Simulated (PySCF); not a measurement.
# Ti⁺ (titanium, charge +1) across methods

[Ar] 3d1 4s1 4p1, one real determinant (an excited configuration). Calculation: PySCF 2.14, in aug-cc-pwCVTZ-DK; scalar relativity by spin-free X2C-1e.

| method | E (hartree) | mean ε 3d α (eV) | mean ε 4s α (eV) | mean ε 4p α (eV) | Σ⟨r²⟩ (bohr²) | ⟨S²⟩ |
| --- | --- | --- | --- | --- | --- | --- |
| PBEsol | -852.015 | -17.701 | -13.120 | -8.954 | 36.91 | 3.750 |
| LDA | -851.111 | -17.746 | -13.248 | -8.954 | 36.92 | 3.750 |
| UHF | -852.32604 | -25.221 | -16.384 | -11.523 | 37.91 | 3.752 |
| PBE | -852.991 | -17.829 | -13.096 | -8.998 | 37.01 | 3.750 |
| M06-L | -853.151 | -17.717 | -13.089 | -9.023 | 36.91 | 3.751 |
| B97-3 | -853.116 | -19.916 | -13.921 | -9.684 | 37.17 | 3.751 |
| PBE0 | -853.030 | -19.884 | -14.039 | -9.791 | 37.06 | 3.751 |
| r2SCAN | -853.178 | -18.345 | -13.306 | -9.116 | 37.01 | 3.751 |

⟨L²⟩ = 8.01 against 12 for a pure F term, so this real determinant mixes terms.
